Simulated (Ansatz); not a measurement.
Mulliken charges of CH6BFSn, SMILES `B[CH2][SnH2][F]` from r2SCAN/def2-TZVPP in Ansatz (PBE0-D4/def2-TZVP geometry).

```
atom   x (Å)   y (Å)   z (Å)  charge (e)
  B1  -1.556   0.129  -0.055      -0.152
  C2  -0.441  -0.832  -0.425      -0.343
 Sn3   1.223   0.308   0.394       0.905
  F4   2.076   0.997  -1.188      -0.495
  H5  -1.820   1.055  -0.768       0.018
  H6  -2.113   0.035   1.003       0.004
  H7  -0.382  -1.794   0.086       0.128
  H8  -0.136  -0.902  -1.471       0.147
  H9   0.862   1.685   1.326      -0.101
 H10   2.370  -0.731   1.102      -0.110
```

Task: By hand: the dipole of these point charges (1 e Å = 4.8032 D).

Result: Σ q r = (0.009, -0.382, 0.629) e Å, of length 0.736 e Å = 3.54 D.

Task: How does the dipole of the full density compare? (An estimate is asked.)

Result: Ansatz gave: (-0.061, -0.339, 0.383) e Å, 2.47 D; the point charges give 1.43 times that, at 13° from its direction.

Point charges leave out the atoms' own dipoles, such as those of lone pairs, and Mulliken's split depends on the basis, so the two needn't agree.
